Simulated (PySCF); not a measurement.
**Relaxation of singlet TeNF₃**

Level of theory: PySCF, B3LYP, basis Te def2-SVP with ECP28, N def2-SVP, F def2-SVP (scalar-relativistic core potentials, no spin–orbit coupling, density fitting). A (50,194) grid was used.

A start displaced from a saddle point along its imaginary mode, of Cs symmetry, held to at least that symmetry:

Coordinates in bohr (charge 0 multiplicity 1):
```
Te    0.0000   -0.2387    0.0430
N     0.0000   -3.7299    0.3208
F     3.6267    0.4872   -0.4724
F     0.0000    3.4069    0.4146
F    -3.6267    0.4872   -0.4724
```

Optimiser trace:
```json
{"step": "0", "E − E(last) (kJ/mol)": "105.82", "largest gradient (Eh/bohr)": "0.00941"}
{"step": "1", "E − E(last) (kJ/mol)": "96.72", "largest gradient (Eh/bohr)": "0.00803"}
{"step": "2", "E − E(last) (kJ/mol)": "73.28", "largest gradient (Eh/bohr)": "0.01413"}
{"step": "3", "E − E(last) (kJ/mol)": "43.85", "largest gradient (Eh/bohr)": "0.02246"}
{"step": "4", "E − E(last) (kJ/mol)": "31.02", "largest gradient (Eh/bohr)": "0.01414"}
{"step": "5", "E − E(last) (kJ/mol)": "20.87", "largest gradient (Eh/bohr)": "0.01246"}
{"step": "6", "E − E(last) (kJ/mol)": "11.97", "largest gradient (Eh/bohr)": "0.01825"}
{"step": "7", "E − E(last) (kJ/mol)": "9.82", "largest gradient (Eh/bohr)": "0.01931"}
{"step": "8", "E − E(last) (kJ/mol)": "6.88", "largest gradient (Eh/bohr)": "0.01609"}
{"step": "9", "E − E(last) (kJ/mol)": "2.94", "largest gradient (Eh/bohr)": "0.01143"}
{"step": "10", "E − E(last) (kJ/mol)": "0.93", "largest gradient (Eh/bohr)": "0.00723"}
{"step": "11", "E − E(last) (kJ/mol)": "0.46", "largest gradient (Eh/bohr)": "0.00381"}
{"step": "12", "E − E(last) (kJ/mol)": "0.25", "largest gradient (Eh/bohr)": "0.00428"}
{"step": "13", "E − E(last) (kJ/mol)": "0.10", "largest gradient (Eh/bohr)": "0.00151"}
{"step": "14", "E − E(last) (kJ/mol)": "0.02", "largest gradient (Eh/bohr)": "0.00161"}
{"step": "15", "E − E(last) (kJ/mol)": "0.00", "largest gradient (Eh/bohr)": "0.00048"}
{"step": "16", "E − E(last) (kJ/mol)": "0.00", "largest gradient (Eh/bohr)": "0.00002"}
```

It ends at C3v with Te–F 1.926 Å (×3), Te–N 1.811 Å; F–Te–F 89.5° (×3), F–Te–N 125.6° (×3) (after a last refinement on a finer grid). The frequency run here used a shortcut that can spoil soft modes, so no verdict on minimum or saddle point is given. Other isomers or separated fragments may lie lower.
